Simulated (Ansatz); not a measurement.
(CdO)n off (charge -1): PBE0-D4/def2-TZVPD single points in Ansatz on relaxed structures, gas phase. Each cluster is the lowest isomer that a short search found in that spin, judged at the geometry's level, and lower ones may exist. Core potentials for Cd, no spin–orbit coupling. HOMO and LUMO are taken over both spins. The spins of the ions were chosen, not always searched. A dash marks a value that wasn't run or was left out as unsound. The structures are stationary points that may keep the symmetry of their start. Remarks come from the PBE and PBE0 runs and from stability tests at other levels; not every state was tested. A HOMO above zero means that the electron is unbound at that level and held by the basis, or that self-interaction error raises the level; the energy of removing that electron tells which. HOMO above LUMO (over both spins in singlets and doublets, within one spin in higher multiplets; at PBE or PBE0), or a gap under 0.15 eV within one spin, warns that the state may not be the lowest or that an electron is smeared out.

```csv
species,atoms,state,geometry,HOMO (eV),vertical IE (eV),lowest of the spins relaxed,point group (within 0.1 Å),remarks
CdO2⁻ (with an O–O bond),3,doublet; oxidised ion triplet,B3LYP-D4/def2-TZVPD,0.11,2.21,–,–,"HOMO above zero at PBE or PBE0, gap within one spin near zero at PBE or PBE0 (neutral triplet), HOMO above zero (quartet)"
Cd2O2⁻,4,doublet; oxidised ion triplet,PBE0-D4/def2-TZVPD,-0.67,2.17,"doublet, of doublet/quartet",Cs,HOMO above zero (quartet)
Cd4O4⁻ (with an O–O bond),8,doublet,PBE-D4/def2-SVPD,-1.45,–,–,–,–
```
